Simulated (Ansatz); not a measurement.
Geometry optimisation, Ansatz 0.2.0, RKS PBE0-D4/def2-SVP.

Input file:

```yaml
crystal:
  periodic: [false, false, false]
  atoms:
    - { symbol: Al, position_ang: [-0.6621, 0.3318, 0.3537] }
    - { symbol: C, position_ang: [1.4842, -0.331, 0.7886] }
    - { symbol: C, position_ang: [-1.2135, 0.4859, -1.5268] }
    - { symbol: F, position_ang: [-1.073, 1.3075, 1.6142] }
    - { symbol: H, position_ang: [0.2625, -0.9957, 0.977] }
    - { symbol: H, position_ang: [-0.5702, -1.5141, 1.121] }
    - { symbol: H, position_ang: [1.8756, -0.4151, 1.8037] }
    - { symbol: H, position_ang: [1.8228, 0.6682, 0.4512] }
    - { symbol: H, position_ang: [2.0287, -1.0382, 0.1603] }
    - { symbol: H, position_ang: [-2.168, 1.0024, -1.6586] }
    - { symbol: H, position_ang: [-1.3142, -0.5154, -1.9504] }
    - { symbol: H, position_ang: [-0.473, 1.0136, -2.1339] }
basis:
  gaussian: { orbitals: def2-SVP }
hamiltonian:
  xc: pbe0
  dispersion: d4
relax:
  f_tol: 0.15
  max_steps: 25
  restrain:
    - { distance: [0, 5], at: 2.82, k: 30.0 }
    - { distance: [4, 1], at: 2.37, k: 30.0 }
    - { distance: [0, 1], at: 1.97, k: 30.0 }
    - { distance: [4, 5], at: 0.62, k: 30.0 }
```

Command:

```bash
$ ansatz run input.yaml --threads 2 --pin off --max-ram 3072MiB --backend cpu --events-out ev --progress --plain --runs-dir out
```

Where does it end, and by what steps?

The run converged. The restraints hold the end off the free minimum. After 7 steps the energy has fallen by 1.476 eV (the restraints' own energy left out); H5 moved furthest, 0.79 Å. Parted: Al1–H5. Joined: H5–H6.

```
step  energy less start (eV)  largest force component (eV/Å)  accepted
   0                  0.0000                           1.816       yes
   1                 -0.0311                           2.292       yes
   2                 -0.1960                           3.940       yes
   3                 -0.6218                           3.035       yes
   4                 -1.2348                           2.927       yes
   5                 -1.4665                           1.773       yes
   6                 -1.4594                           2.199       yes
   7                 -1.4763                           2.236       yes
```

```xyz
12
Properties=species:S:1:pos:R:3
Al -0.274 0.654 0.278
C 1.531 0.000 0.693
C -1.140 0.499 -1.458
F -1.079 1.481 1.492
H -0.119 -1.680 1.048
H -0.747 -1.993 1.122
H 1.676 -0.198 1.770
H 2.280 0.763 0.408
H 1.784 -0.915 0.128
H -2.159 0.917 -1.470
H -1.200 -0.555 -1.781
H -0.552 1.027 -2.230
```

Whether the end is a true minimum wasn't checked by a vibrational analysis.

Run time: 17 s on 2 threads of Arm Neoverse V2 (shared host), peak memory 0.2 GiB.
